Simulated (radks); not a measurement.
Results of a calculation; reference values are marked as such.
Isoelectronic series with 23 electrons, each ion in its NIST ground configuration. Level of theory: scalar-relativistic Kohn-Sham, PBE, spin-polarised, spherical densities, finite nucleus; open shells are filled with parallel spins first (spin-orbit coupling, left out, can overturn this in heavy ions); Fermi nuclear charge, rms radius of each element as measured or else 0.836 A^(1/3) + 0.57 fm (a radial shooting solver on a logarithmic mesh with Libxc functionals). Total energies (hartree) and orbital eigenvalues (Ry) (* marks an orbital that is empty in some or all of the ions):

[
 {"ion": "Rb14+", "configuration": "[Ar] 3d5", "E (hartree)": "-2890.92652", "4s up*": "-21.31667", "3d down*": "-34.32132", "3d up": "-35.27303", "3p down": "-42.99458", "3p up": "-43.83372"},
 {"ion": "Nb18+", "configuration": "[Ar] 3d5", "E (hartree)": "-3655.08598", "4s up*": "-32.24606", "3d down*": "-52.66568", "3d up": "-53.80225", "3p down": "-63.17660", "3p up": "-64.14748"},
 {"ion": "Tc20+", "configuration": "[Ar] 3d5", "E (hartree)": "-4072.99115", "4s up*": "-38.51862", "3d down*": "-63.19476", "3d up": "-64.42296", "3p down": "-74.66433", "3p up": "-75.70055"},
 {"ion": "Rh22+", "configuration": "[Ar] 3d5", "E (hartree)": "-4515.10452", "4s up*": "-45.33444", "3d down*": "-74.62670", "3d up": "-75.94617", "3p down": "-87.08708", "3p up": "-88.18850"},
 {"ion": "Ag24+", "configuration": "[Ar] 3d5", "E (hartree)": "-4981.69415", "4s up*": "-52.69793", "3d down*": "-86.96108", "3d up": "-88.37152", "3p down": "-100.4488", "3p up": "-101.6154"},
 {"ion": "In26+", "configuration": "[Ar] 3d5", "E (hartree)": "-5473.04444", "4s up*": "-60.61413", "3d down*": "-100.1980", "3d up": "-101.6992", "3p down": "-114.7541", "3p up": "-115.9859"},
 {"ion": "Sb28+", "configuration": "[Ar] 3d5", "E (hartree)": "-5989.46321", "4s up*": "-69.08870", "3d down*": "-114.3379", "3d up": "-115.9296", "3p down": "-130.0081", "3p up": "-131.3052"},
 {"ion": "I30+", "configuration": "[Ar] 3d5", "E (hartree)": "-6531.27793", "4s up*": "-78.12788", "3d down*": "-129.3816", "3d up": "-131.0637", "3p down": "-146.2166", "3p up": "-147.5793"},
 {"ion": "Cs32+", "configuration": "[Ar] 3d5", "E (hartree)": "-7098.8414", "4s up*": "-87.73853", "3d down*": "-145.3301", "3d up": "-147.1025", "3p down": "-163.3858", "3p up": "-164.8142"},
 {"ion": "La34+", "configuration": "[Ar] 3d5", "E (hartree)": "-7692.5278", "4s up*": "-97.92810", "3d down*": "-162.1847", "3d up": "-164.0473", "3p down": "-181.5223", "3p up": "-183.0167"},
 {"ion": "Pr36+", "configuration": "[Ar] 3d5", "E (hartree)": "-8312.7395", "4s up*": "-108.7047", "3d down*": "-179.9470", "3d up": "-181.8996", "3p down": "-200.6332", "3p up": "-202.1939"},
 {"ion": "Pm38+", "configuration": "[Ar] 3d5", "E (hartree)": "-8959.8958", "4s up*": "-120.0769", "3d down*": "-198.6184", "3d up": "-200.6612", "3p down": "-220.7261", "3p up": "-222.3534"},
 {"ion": "Eu40+", "configuration": "[Ar] 3d5", "E (hartree)": "-9634.4362", "4s up*": "-132.0542", "3d down*": "-218.2010", "3d up": "-220.3338", "3p down": "-241.8089", "3p up": "-243.5032"},
 {"ion": "Tb42+", "configuration": "[Ar] 3d5", "E (hartree)": "-10336.9238", "4s up*": "-144.6472", "3d down*": "-238.6967", "3d up": "-240.9195", "3p down": "-263.8899", "3p up": "-265.6517"},
 {"ion": "Ho44+", "configuration": "[Ar] 3d5", "E (hartree)": "-11067.7638", "4s up*": "-157.8660", "3d down*": "-260.1076", "3d up": "-262.4204", "3p down": "-286.9782", "3p up": "-288.8078"},
 {"ion": "Tm46+", "configuration": "[Ar] 3d5", "E (hartree)": "-11827.6167", "4s up*": "-171.7233", "3d down*": "-282.4359", "3d up": "-284.8388", "3p down": "-311.0829", "3p up": "-312.9808"},
 {"ion": "Lu48+", "configuration": "[Ar] 3d5", "E (hartree)": "-12616.9700", "4s up*": "-186.2307", "3d down*": "-305.6843", "3d up": "-308.1772", "3p down": "-336.2139", "3p up": "-338.1805"},
 {"ion": "Ta50+", "configuration": "[Ar] 3d5", "E (hartree)": "-13436.6200", "4s up*": "-201.4035", "3d down*": "-329.8550", "3d up": "-332.4381", "3p down": "-362.3811", "3p up": "-364.4169"},
 {"ion": "Re52+", "configuration": "[Ar] 3d5", "E (hartree)": "-14287.1417", "4s up*": "-217.2554", "3d down*": "-354.9508", "3d up": "-357.6241", "3p down": "-389.5952", "3p up": "-391.7009"},
 {"ion": "Ir54+", "configuration": "[Ar] 3d5", "E (hartree)": "-15169.2778", "4s up*": "-233.8023", "3d down*": "-380.9746", "3d up": "-383.7380", "3p down": "-417.8675", "3p up": "-420.0435"}
]
